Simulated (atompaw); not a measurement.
# Scattering properties, PAW (atompaw) potential for gallium

gallium (Ga), PAW, made with atompaw 4.2.0.5 (PBE, scalar-relativistic). Core [Ar], reference 3d10 4s1.75 4p1.25. Waves: 4s (bound): rc 3.24 bohr; 4s channel at 1.45 Ry: rc 3.24 bohr; 4p (bound): rc 3.24 bohr; 4p channel at 4.5 Ry: rc 3.24 bohr; 3d (bound): rc 1.66 bohr; 3d channel at -0.7 Ry: rc 1.66 bohr. Local part: vpsmatchnc scheme with l = 3 at 0 Ry, radius 2.14 bohr. Core correction: smooth core density matched at 3.06 bohr. Augmentation charge: gaussian compensation charge, radius 3.06 bohr; PAW radius 3.24 bohr; waves and projectors: custom polynom2 7 10 vanderbiltortho.

The phase is arctan(r·u′/u) with u = r·R(r), unwrapped; energies in Ry, scanned from -3 to 5 Ry. A pole is an energy at which the radial function vanishes at the test radius. The pseudo phase is shifted by a multiple of π to meet the all-electron one at the reference energy, and phase errors are pseudo minus all-electron; the curves can meet again beyond the range given. Levels narrower than the energy grid can be missing from the lists of poles.

| channel | radius (bohr) | reference energy (Ry) | poles, all-electron | poles, pseudo | unbroken range about the reference energy with phases within 0.05 rad | phase error 1 Ry above the reference energy (rad) |
| --- | --- | --- | --- | --- | --- | --- |
| s | 3.26 | -0.68 | -0.30, 3.98 | -0.32, 1.27, 4.40 | below 0.7 | -0.028 |
| p | 3.26 | -0.20 | 0.53, 4.88 | 0.47, 4.81 | below 0.9 | -0.039 |
| d | 3.26 | -1.44 | -1.43, 1.98 | -1.43, 2.01 | below 3.3 | +0.000 |

Phases in the d channel:

```json
{"E (Ry)": "-3.00", "all-electron": "1.396", "pseudo": "1.396"}
{"E (Ry)": "-2.52", "all-electron": "1.381", "pseudo": "1.381"}
{"E (Ry)": "-2.04", "all-electron": "1.359", "pseudo": "1.359"}
{"E (Ry)": "-1.56", "all-electron": "1.311", "pseudo": "1.311"}
{"E (Ry)": "-1.08", "all-electron": "-1.834", "pseudo": "-1.834"}
{"E (Ry)": "-0.60", "all-electron": "-1.903", "pseudo": "-1.903"}
{"E (Ry)": "-0.12", "all-electron": "-2.040", "pseudo": "-2.040"}
{"E (Ry)": "0.36", "all-electron": "-2.483", "pseudo": "-2.481"}
{"E (Ry)": "0.84", "all-electron": "-3.950", "pseudo": "-3.943"}
{"E (Ry)": "1.32", "all-electron": "-4.506", "pseudo": "-4.502"}
{"E (Ry)": "1.80", "all-electron": "-4.673", "pseudo": "-4.668"}
{"E (Ry)": "2.28", "all-electron": "-4.769", "pseudo": "-4.761"}
{"E (Ry)": "2.76", "all-electron": "-4.859", "pseudo": "-4.844"}
{"E (Ry)": "3.24", "all-electron": "-5.000", "pseudo": "-4.958"}
{"E (Ry)": "3.72", "all-electron": "-5.449", "pseudo": "-5.229"}
{"E (Ry)": "4.20", "all-electron": "-7.099", "pseudo": "-6.479"}
{"E (Ry)": "4.68", "all-electron": "-7.584", "pseudo": "-7.442"}
```
